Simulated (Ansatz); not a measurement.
`CB(C)N` + H₂S → `CB(C)S` + NH₃ at 500 K and 1 bar (ligand exchange at a B–N bond).

Program: Ansatz. Geometries: PBE0-D4/def2-TZVP. ΔE: electronic, gas phase. CCSD(T)/CBS is the MP2 limit (def2-TZVPP, def2-QZVPP) plus CCSD(T) − MP2 in def2-TZVPP, frozen cores. This one scheme is used for every species. One conformer a species, not always the lowest.

```tsv
species	CCSD(T)/CBS energy (Eh)	H − E (kJ/mol)	S (J/(mol·K))
`CB(C)N`	-160.48988	318.4	371.9
H₂S	-398.97279	57.0	224.0
`CB(C)S`	-502.93918	272.3	388.9
NH₃	-56.50880	108.2	211.8
```

H − E and S are ideal-gas, rigid-rotor, harmonic terms from PBE0-D4/def2-TZVP, for one conformer and one mirror image of each species. 1 Eh = 2625.50 kJ/mol, R = 8.31446 J/(mol·K).

Problem. By hand: ΔE, ΔH, ΔS and ΔG.

Solution. ΔE = (-502.93918) + (-56.50880) − (-160.48988) − (-398.97279) = 0.01469 Eh = 38.6 kJ/mol. Δ(H − E) = 272.3 + 108.2 − 318.4 − 57.0 = 5.1, so ΔH = 43.7 kJ/mol. ΔS = 388.9 + 211.8 − 371.9 − 224.0 = 4.8 J/(mol·K). ΔG = 43.7 − 500 × (4.8)/1000 = 41.3 kJ/mol.

Problem. By hand: the equilibrium constant, and the temperature at which ΔG would vanish if ΔH and ΔS stayed fixed.

Solution. log₁₀ K = −ΔG/(RT ln 10) = -4.3. ΔG = 0 at ΔH/ΔS = 9104 K, far beyond where these terms or the molecules hold.

The number of gas molecules stays the same, so ΔS is small and ΔH decides. A doubt of 5 kJ/mol in ΔE shifts log₁₀ K by 0.5 here. Other conformers and mirror images would add mixing entropy, several J/(mol·K) or more a flexible species. These are equilibria of isolated gas molecules and say nothing of rates. Largest T1 diagnostic: 0.012 (customary marks: 0.02 for closed shells, 0.045 for open ones).
